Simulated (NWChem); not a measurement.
All runs are NWChem calculations. System: CH$_{2}$NO, charge 0, spin multiplicity 2, at a geometry optimised with UPBE/def2-SVP. The structure started from a generated list of species. Its SCF solution wasn't tested for a lower state. Level: UHF/def2-TZVP.

Part of the output:

```
             Northwest Computational Chemistry Package (NWChem) 7.3.0
             --------------------------------------------------------

                                NWChem Input Module
                                -------------------

 Scaling coordinates for geometry "geometry" by  1.889725989
 (inverse scale =  0.529177249)

 Turning off AUTOSYM since
 SYMMETRY directive was detected!

                             Geometry "geometry" -> ""
                             -------------------------

 Output coordinates in angstroms (scale by  1.889725989 to convert to a.u.)

  No.       Tag          Charge          X              Y              Z
 ---- ---------------- ---------- -------------- -------------- --------------
    1 N                    7.0000     1.09065100    -0.02837400     0.00000000
    2 C                    6.0000    -0.18319200     0.39910400     0.00000000
    3 O                    8.0000    -1.21457600    -0.22594300     0.00000000
    4 H                    1.0000     1.32568000    -1.03218200     0.00000000
    5 H                    1.0000     1.85552600     0.64371700     0.00000000

 Effective nuclear repulsion energy (a.u.)      63.9311625354

            Nuclear Dipole moment (a.u.)
            ----------------------------
        X                 Y               Z
 ---------------- ---------------- ----------------
     0.0000056692    -0.0000056692     0.0000000000

      Symmetry information
      --------------------

 Group name             Cs
 Group number              2
 Group order               2
 No. of unique centers     5

      Symmetry unique atoms

     1    2    3    4    5


 Summary of "ao basis" -> "" (spherical)
 ------------------------------------------------------------------------------
       Tag                 Description            Shells   Functions and Types
 ---------------- ------------------------------  ------  ---------------------
 *                         def2-tzvp                  on all atoms

 Summary of "ao basis" -> "ao basis" (spherical)
 ------------------------------------------------------------------------------
       Tag                 Description            Shells   Functions and Types
 ---------------- ------------------------------  ------  ---------------------
 N                         def2-tzvp                11       31   5s3p2d1f
 C                         def2-tzvp                11       31   5s3p2d1f
 O                         def2-tzvp                11       31   5s3p2d1f
 H                         def2-tzvp                 4        6   3s1p

                                 NWChem SCF Module
                                 -----------------

  ao basis        = "ao basis"
  functions       =   105
  atoms           =     5
  alpha electrons =    12
  beta  electrons =    11
  charge          =   0.00
  wavefunction    = UHF
  use symmetry    = T
  symmetry adapt  = T

 Summary of "ao basis" -> "ao basis" (spherical)
 ------------------------------------------------------------------------------
       Tag                 Description            Shells   Functions and Types
 ---------------- ------------------------------  ------  ---------------------
 N                         def2-tzvp                11       31   5s3p2d1f
 C                         def2-tzvp                11       31   5s3p2d1f
 O                         def2-tzvp                11       31   5s3p2d1f
 H                         def2-tzvp                 4        6   3s1p

      Symmetry analysis of basis
      --------------------------

        a'         73
        a"         32

 Forming initial guess at       0.0s

   Symmetry analysis of molecular orbitals - initial alpha
   -------------------------------------------------------

  Numbering of irreducible representations:

     1 a'          2 a"

  Orbital symmetries:

     1 a'          2 a'          3 a'          4 a'          5 a'
     6 a'          7 a'          8 a'          9 a"         10 a'
    11 a"         12 a'         13 a"         14 a'         15 a'
    16 a'         17 a'         18 a"         19 a'         20 a'
    21 a'         22 a"

   Symmetry analysis of molecular orbitals - initial beta
[...]
    43     -0.180294  2 C  px

 Vector   15  Occ=0.000000D+00  E= 1.731192D-01  Symmetry=a"
              MO Center= -1.8D-01,  4.0D-01,  5.9D-14, r^2= 2.4D+00
   Bfn.  Coefficient  Atom+Function         Bfn.  Coefficient  Atom+Function
  ----- ------------  ---------------      ----- ------------  ---------------
    45      0.943325  2 C  pz                14     -0.523417  1 N  pz
    76     -0.506496  3 O  pz                42      0.335302  2 C  pz
    39      0.311211  2 C  pz                70     -0.233816  3 O  pz
    73     -0.173464  3 O  pz                 8     -0.167409  1 N  pz

                     UHF Final Beta Molecular Orbital Analysis
                     -----------------------------------------

 Vector    9  Occ=1.000000D+00  E=-5.831853D-01  Symmetry=a"
              MO Center= -2.5D-01, -1.1D-02, -1.1D-15, r^2= 1.6D+00
   Bfn.  Coefficient  Atom+Function         Bfn.  Coefficient  Atom+Function
  ----- ------------  ---------------      ----- ------------  ---------------
    70      0.292036  3 O  pz                73      0.263385  3 O  pz
     8      0.222477  1 N  pz                11      0.215037  1 N  pz
    39      0.211249  2 C  pz                42      0.183384  2 C  pz

 Vector   10  Occ=1.000000D+00  E=-4.793869D-01  Symmetry=a'
              MO Center= -8.7D-01,  2.5D-02,  1.8D-15, r^2= 1.2D+00
   Bfn.  Coefficient  Atom+Function         Bfn.  Coefficient  Atom+Function
  ----- ------------  ---------------      ----- ------------  ---------------
    69      0.290807  3 O  py                72      0.263749  3 O  py
    68     -0.237662  3 O  px                71     -0.215702  3 O  px
    38      0.173206  2 C  py                75      0.168710  3 O  py

 Vector   11  Occ=1.000000D+00  E=-4.474622D-01  Symmetry=a"
              MO Center=  2.2D-01, -8.3D-02, -2.7D-15, r^2= 2.0D+00
   Bfn.  Coefficient  Atom+Function         Bfn.  Coefficient  Atom+Function
  ----- ------------  ---------------      ----- ------------  ---------------
     8      0.338179  1 N  pz                11      0.326280  1 N  pz
    70     -0.285243  3 O  pz                14      0.276049  1 N  pz
    73     -0.257947  3 O  pz                76     -0.176440  3 O  pz

 Vector   12  Occ=0.000000D+00  E= 7.832497D-02  Symmetry=a'
              MO Center=  5.1D-01,  2.4D-01, -4.0D-17, r^2= 4.4D+00
   Bfn.  Coefficient  Atom+Function         Bfn.  Coefficient  Atom+Function
  ----- ------------  ---------------      ----- ------------  ---------------
     5      1.654903  1 N  s                 36     -1.083059  2 C  s
    96     -0.908400  4 H  s                102     -0.613572  5 H  s
    67      0.349946  3 O  s                 75      0.254499  3 O  py
    35     -0.247103  2 C  s                  3      0.187629  1 N  s
    38     -0.177582  2 C  py                44     -0.172562  2 C  py

 Vector   13  Occ=0.000000D+00  E= 1.466541D-01  Symmetry=a'
              MO Center=  1.6D+00,  7.6D-01, -6.1D-15, r^2= 4.3D+00
   Bfn.  Coefficient  Atom+Function         Bfn.  Coefficient  Atom+Function
  ----- ------------  ---------------      ----- ------------  ---------------
   102      2.085255  5 H  s                  5     -1.284403  1 N  s
    36     -0.823978  2 C  s                 12     -0.650590  1 N  px
    96      0.390468  4 H  s                  4      0.314036  1 N  s
    13     -0.276833  1 N  py                75      0.210596  3 O  py
    44     -0.162116  2 C  py                38     -0.160955  2 C  py

 Vector   14  Occ=0.000000D+00  E= 1.740849D-01  Symmetry=a'
              MO Center=  1.4D+00, -7.6D-01,  2.4D-16, r^2= 5.4D+00
   Bfn.  Coefficient  Atom+Function         Bfn.  Coefficient  Atom+Function
  ----- ------------  ---------------      ----- ------------  ---------------
    96      2.303359  4 H  s                 13      1.320714  1 N  py
   102     -1.308808  5 H  s                 36     -0.512335  2 C  s
    44     -0.447519  2 C  py                 5     -0.382792  1 N  s
    43     -0.253517  2 C  px                12      0.189732  1 N  px
     7      0.183186  1 N  py                95     -0.175750  4 H  s

 center of mass
 --------------
 x =  -0.13510691 y =   0.01659362 z =   0.00000000

 moments of inertia (a.u.)
 ------------------
          15.095540358644         -10.467043148316           0.000000000000
         -10.467043148316         163.095378022827           0.000000000000
           0.000000000000           0.000000000000         178.190918381471

  Mulliken analysis of the total density
  --------------------------------------

    Atom       Charge   Shell Charges
 -----------   ------   -------------------------------------------------------
    1 N    7     7.53   0.82  1.16  0.50  0.82  0.14  1.53  1.81  0.71  0.01  0.03  0.00
    2 C    6     5.62   0.86  1.12  0.54  0.52  0.16  1.11  0.92  0.18  0.05  0.14  0.02
    3 O    8     8.42   0.79  1.18  0.58  0.95  0.34  1.82  1.94  0.78  0.00  0.03  0.00
    4 H    1     0.72   0.24  0.39  0.05  0.04
    5 H    1     0.72   0.25  0.39  0.04  0.04

  Mulliken analysis of the alpha density
  --------------------------------------

    Atom       Charge   Shell Charges
 -----------   ------   -------------------------------------------------------
    1 N    7     3.75   0.41  0.58  0.26  0.42  0.05  0.77  0.91  0.34  0.00  0.02  0.00
    2 C    6     3.18   0.43  0.56  0.30  0.32  0.14  0.67  0.55  0.10  0.03  0.07  0.01
    3 O    8     4.33   0.40  0.59  0.30  0.48  0.17  0.98  1.02  0.38  0.00  0.02  0.00
    4 H    1     0.39   0.13  0.21  0.04  0.02
    5 H    1     0.35   0.13  0.19  0.02  0.02

   Mulliken analysis of the beta density
   -------------------------------------

    Atom       Charge   Shell Charges
 -----------   ------   -------------------------------------------------------
    1 N    7     3.78   0.41  0.58  0.24  0.41  0.09  0.76  0.90  0.37  0.00  0.01  0.00
    2 C    6     2.44   0.43  0.56  0.24  0.21  0.02  0.44  0.36  0.08  0.03  0.07  0.01
    3 O    8     4.09   0.40  0.59  0.29  0.47  0.17  0.84  0.92  0.40  0.00  0.02  0.00
    4 H    1     0.33   0.12  0.18  0.02  0.02
    5 H    1     0.36   0.13  0.20  0.02  0.02

   Mulliken analysis of the spin density
   -------------------------------------

    Atom       Charge   Shell Charges
 -----------   ------   -------------------------------------------------------
    1 N    7    -0.03   0.00 -0.00  0.01  0.01 -0.05  0.02  0.01 -0.04  0.00  0.01  0.00
    2 C    6     0.74   0.00 -0.00  0.06  0.11  0.12  0.23  0.19  0.02  0.00  0.00 -0.00
    3 O    8     0.24   0.00 -0.00  0.01  0.01 -0.00  0.14  0.10 -0.02 -0.00 -0.00 -0.00
    4 H    1     0.06   0.01  0.03  0.02 -0.00
    5 H    1    -0.01  -0.00 -0.00 -0.00  0.00

       Multipole analysis of the density wrt the origin
       ------------------------------------------------

     L   x y z        total         alpha         beta         nuclear
     -   - - -        -----         -----         ----         -------
     0   0 0 0     -0.000000    -12.000000    -11.000000     23.000000

     1   1 0 0      1.643257      1.099774      0.543477      0.000006
     1   0 1 0      0.039873     -0.489259      0.529138     -0.000006
     1   0 0 1     -0.000000     -0.000000     -0.000000      0.000000

     2   2 0 0    -12.238148    -52.718809    -50.688455     91.169115
     2   1 1 0     -0.414784     -2.492497     -2.801044      4.878757
     2   1 0 1      0.000000      0.000000     -0.000000      0.000000
     2   0 2 0    -11.683046    -12.610573     -9.248267     10.175793
     2   0 1 1     -0.000000     -0.000000      0.000000      0.000000
     2   0 0 2    -13.500211     -7.060355     -6.439856      0.000000

 Task  times  cpu:        3.4s     wall:        3.4s

 Total times  cpu:        3.4s     wall:        3.4s
```

**Question.** Write an NWChem input that would produce this output.

**Answer.** One answer among several that fit: 
```
start mol
memory heap 200 mb stack 900 mb global 1100 mb
geometry units angstroms nocenter noautoz
  N      1.090651    -0.028374     0.000000
  C     -0.183192     0.399104     0.000000
  O     -1.214576    -0.225943     0.000000
  H      1.325680    -1.032182     0.000000
  H      1.855526     0.643717     0.000000
  symmetry group Cs
end
basis spherical
  * library def2-tzvp
end
scf
  uhf
  nopen 1
  maxiter 100
  thresh 1e-7
  semidirect memsize 60000000 filesize 0
  # guess.movecs holds the orbitals of an unrestricted PBE0 run
  vectors input guess.movecs output mol.movecs
end
task scf energy
```
